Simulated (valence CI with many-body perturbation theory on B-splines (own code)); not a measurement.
# Rh39+: calculated level list

Level of theory: valence CI with perturbative core correlation (CI+MBPT): four valence electrons over a frozen Dirac-Fock core [He], a basis of 11 s, 11 p, 9 d, 7 f, 5 g, 2 h, 1 i functions for each j, with the one-electron correlation potential Σ1, the two-electron term Σ2, the three-electron term Σ3, Breit, model QED; selected CI, second order for the rest (own B-spline code, finite nucleus).

No measured spectrum was set against this ion. As an estimate, large intervals hold to a few tenths of a per cent, small ones and those within an open d or f shell to about a per cent. Among the levels kept, up to 270 cm⁻¹ of a level comes from second order outside the variational space, and about a tenth of that is noise between levels of different J, which matters for small intervals.

Levels 1 to 45 of 110, with energies above the lowest level, (2s^2 2p1/2^2) J=0. "Leading %" is the weight of the configuration and term that name the level; weights of strongly mixed levels are sums over their largest components and can fall short. In the jj column 3d3/2^4 stands for four electrons in 3d with j = 3/2. Lifetimes count E1, E2, E3, M1 and M2 decay at the calculated energies, and are blank where another channel may lead or the interval is too uncertain; long ones can be off by a factor of two.

| No. | Configuration | Term | J | E (eV) | Leading % | Second component | Lifetime | Leading jj |
| --- | --- | --- | --- | --- | --- | --- | --- | --- |
| 1 | 2s2 2p2 | 3P | 0 | 0.0 | 73 | 26 % 2s2 2p2 1S |  | 2s^2 2p1/2^2 (99 %) |
| 2 | 2s2 2p2 | 3P | 1 | 143.2 | 100 |  | 49.5 ns | 2s^2 2p1/2 2p3/2 (100 %) |
| 3 | 2s2 2p2 | 1D | 2 | 156.5 | 59 | 40 % 2s2 2p2 3P | 50.2 μs | 2s^2 2p1/2 2p3/2 (99 %) |
| 4 | 2s 2p3 | 5S° | 2 | 284.2 | 47 | 38 % 2s 2p3 3P° | 138 ps | 2s 2p1/2^2 2p3/2 (92 %) |
| 5 | 2s2 2p2 | 3P | 2 | 309.2 | 59 | 40 % 2s2 2p2 1D | 26.0 ns | 2s^2 2p3/2^2 (98 %) |
| 6 | 2s 2p3 | 3D° | 1 | 335.3 | 43 | 23 % 2s 2p3 3P° | 4.22 ps | 2s 2p1/2^2 2p3/2 (95 %) |
| 7 | 2s2 2p2 | 1S | 0 | 341.0 | 72 | 26 % 2s2 2p2 3P | 17.5 ns | 2s^2 2p3/2^2 (98 %) |
| 8 | 2s 2p3 | 3D° | 2 | 421.2 | 52 | 39 % 2s 2p3 5S° | 17.7 ps | 2s 2p1/2 2p3/2^2 (94 %) |
| 9 | 2s 2p3 | 3D° | 3 | 448.7 | 100 |  | 19.8 ps | 2s 2p1/2 2p3/2^2 (100 %) |
| 10 | 2s 2p3 | 3P° | 0 | 477.2 | 100 |  | 4.87 ps | 2s 2p1/2 2p3/2^2 (100 %) |
| 11 | 2s 2p3 | 3D° | 1 | 487.8 | 37 | 33 % 2s 2p3 3S° | 2.84 ps | 2s 2p1/2 2p3/2^2 (96 %) |
| 12 | 2s 2p3 | 1D° | 2 | 497.6 | 67 | 22 % 2s 2p3 3D° | 2.71 ps | 2s 2p1/2 2p3/2^2 (94 %) |
| 13 | 2s 2p3 | 3P° | 1 | 503.0 | 40 | 30 % 2s 2p3 1P° | 2.57 ps | 2s 2p1/2 2p3/2^2 (96 %) |
| 14 | 2s 2p3 | 3P° | 2 | 624.6 | 50 | 26 % 2s 2p3 1D° | 4.56 ps | 2s 2p3/2^3 (94 %) |
| 15 | 2p4 | 3P | 2 | 655.2 | 72 | 27 % 2p4 1D | 2.63 ps | 2p1/2^2 2p3/2^2 (98 %) |
| 16 | 2s 2p3 | 1P° | 1 | 669.7 | 47 | 28 % 2s 2p3 3S° | 1.72 ps | 2s 2p3/2^3 (96 %) |
| 17 | 2p4 | 1S | 0 | 690.1 | 55 | 44 % 2p4 3P | 2.06 ps | 2p1/2^2 2p3/2^2 (97 %) |
| 18 | 2p4 | 3P | 1 | 805.7 | 100 |  | 1.69 ps | 2p1/2 2p3/2^3 (100 %) |
| 19 | 2p4 | 1D | 2 | 820.2 | 73 | 27 % 2p4 3P | 1.94 ps | 2p1/2 2p3/2^3 (99 %) |
| 20 | 2p4 | 3P | 0 | 989.3 | 56 | 43 % 2p4 1S | 1.31 ps | 2p3/2^4 (98 %) |
| 21 | 2s2 2p 3s | 3P° | 0 | 3337.8 | 99 |  | 44.5 fs | 2s^2 2p1/2 3s (99 %) |
| 22 | 2s2 2p 3s | 3P° | 1 | 3340.0 | 68 | 31 % 2s2 2p 3s 1P° | 34.7 fs | 2s^2 2p1/2 3s (99 %) |
| 23 | 2s2 2p 3p | 3D | 1 | 3382.2 | 72 | 23 % 2s2 2p 3p 1P | 3.09 ps | 2s^2 2p1/2 3p1/2 (99 %) |
| 24 | 2s2 2p 3p | 3P | 0 | 3404.8 | 71 | 27 % 2s2 2p 3p 1S | 763 fs | 2s^2 2p1/2 3p1/2 (97 %) |
| 25 | 2s2 2p 3p | 3P | 1 | 3433.2 | 41 | 27 % 2s2 2p 3p 3S | 334 fs | 2s^2 2p1/2 3p3/2 (89 %) |
| 26 | 2s2 2p 3p | 3D | 2 | 3437.5 | 58 | 26 % 2s2 2p 3p 1D | 1.91 ps | 2s^2 2p1/2 3p3/2 (98 %) |
| 27 | 2s 2p2 3s | 5P | 1 | 3468.4 | 55 | 20 % 2s 2p2 3s 3S | 53.1 fs | 2s 2p1/2^2 3s (84 %) |
| 28 | 2s2 2p 3d | 3F° | 2 | 3475.5 | 74 | 20 % 2s2 2p 3d 1D° | 30.5 fs | 2s^2 2p1/2 3d3/2 (99 %) |
| 29 | 2s 2p2 3s | 3P | 0 | 3484.7 | 75 | 23 % 2s 2p2 3s 1S | 47.1 fs | 2s 2p1/2^2 3s (93 %) |
| 30 | 2s2 2p 3d | 3D° | 1 | 3490.3 | 50 | 27 % 2s2 2p 3d 1P° | 3.51 fs | 2s^2 2p1/2 3d3/2 (93 %) |
| 31 | 2s2 2p 3s | 3P° | 2 | 3493.5 | 40 | 28 % 2s2 2p 3d 3P° | 6.53 fs | 2s^2 2p1/2 3d5/2 (58 %) |
| 32 | 2s2 2p 3d | 3F° | 3 | 3498.7 | 51 | 26 % 2s2 2p 3d 1F° | 6.19 fs | 2s^2 2p1/2 3d5/2 (98 %) |
| 33 | 2s2 2p 3s | 3P° | 2 | 3501.9 | 58 | 17 % 2s2 2p 3d 3P° | 18.4 fs | 2s^2 2p3/2 3s (58 %) |
| 34 | 2s2 2p 3s | 1P° | 1 | 3503.2 | 66 | 29 % 2s2 2p 3s 3P° | 29.9 fs | 2s^2 2p3/2 3s (95 %) |
| 35 | 2s 2p2 3p | 5D° | 0 | 3512.1 | 58 | 38 % 2s 2p2 3p 3P° | 375 fs | 2s 2p1/2^2 3p1/2 (93 %) |
| 36 | 2s 2p2 3p | 5D° | 1 | 3514.4 | 30 | 28 % 2s 2p2 3p 3P° | 67.4 fs | 2s 2p1/2^2 3p1/2 (86 %) |
| 37 | 2s2 2p 3p | 3P | 1 | 3551.3 | 52 | 21 % 2s2 2p 3p 3S | 733 fs | 2s^2 2p3/2 3p1/2 (95 %) |
| 38 | 2s2 2p 3p | 3D | 2 | 3554.0 | 40 | 31 % 2s2 2p 3p 1D | 1.13 ps | 2s^2 2p3/2 3p1/2 (95 %) |
| 39 | 2s 2p2 3p | 5P° | 2 | 3564.1 | 28 | 25 % 2s 2p2 3p 5D° | 296 fs | 2s 2p1/2^2 3p3/2 (91 %) |
| 40 | 2s 2p2 3p | 3D° | 1 | 3568.6 | 40 | 17 % 2s 2p2 3p 1P° | 13.5 fs | 2s 2p1/2^2 3p3/2 (92 %) |
| 41 | 2s2 2p 3p | 3D | 3 | 3587.1 | 90 | 6 % 2s 2p2 3s 3D | 840 fs | 2s^2 2p3/2 3p3/2 (90 %) |
| 42 | 2s 2p2 3s | 5P | 2 | 3588.1 | 84 | 5 % 2s 2p2 3s 3P | 51.2 fs | 2s 2p1/2 2p3/2 3s (93 %) |
| 43 | 2s2 2p 3p | 1P | 1 | 3588.6 | 47 | 41 % 2s2 2p 3p 3S | 820 fs | 2s^2 2p3/2 3p3/2 (94 %) |
| 44 | 2s 2p2 3d | 5F | 1 | 3601.6 | 50 | 29 % 2s 2p2 3d 3D | 49.6 fs | 2s 2p1/2^2 3d3/2 (93 %) |
| 45 | 2s2 2p 3p | 3P | 2 | 3604.4 | 49 | 35 % 2s2 2p 3p 1D | 174 fs | 2s^2 2p3/2 3p3/2 (84 %) |

The ionisation energy to 2s2 2p 2P°_1/2 of the next ion comes out as 5950.5 eV (NIST: 5940 ± 7 eV (semi-empirical)). All 110 levels together are meant to be complete up to 3806.0 eV.
